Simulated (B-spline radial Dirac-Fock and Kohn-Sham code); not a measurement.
**What relativity does to the binding energies of Cs⁷⁺**

System: the Cs⁷⁺ ion in the configuration [Kr] 4d10 5s2.

Both columns are ΔSCF binding energies of the configuration average from a B-spline atomic structure program: non-relativistic Hartree-Fock with a point nucleus, and Dirac-Fock with a finite nucleus and the Coulomb interaction alone, averaged over the two j levels with weights 2j+1.

```tsv
shell	Hartree-Fock (eV)	Dirac-Fock (eV)	shift (eV)	shift (%)
1s	34664.6	36217.1	+1552.48	+4.48
2s	5450.7	5837.3	+386.60	+7.09
2p	5125.6	5241.5	+115.86	+2.26
3s	1238.9	1323.5	+84.53	+6.82
3p	1099.6	1126.5	+26.93	+2.45
3d	843.3	832.7	-10.52	-1.25
4s	321.1	339.3	+18.18	+5.66
4p	268.4	273.3	+4.93	+1.84
4d	176.4	173.9	-2.52	-1.43
5s	104.7	108.4	+3.73	+3.56
```

Relativity binds 1s, 2s, 2p, 3s, 3p, 4s, 4p, 5s more strongly, among those listed most of all 2s in relative terms, and 3d, 4d more weakly, because the contracted s and p shells screen the nucleus better.

Values without a named source are computed, but for edge energies of neutral atoms, which are taken from tables.
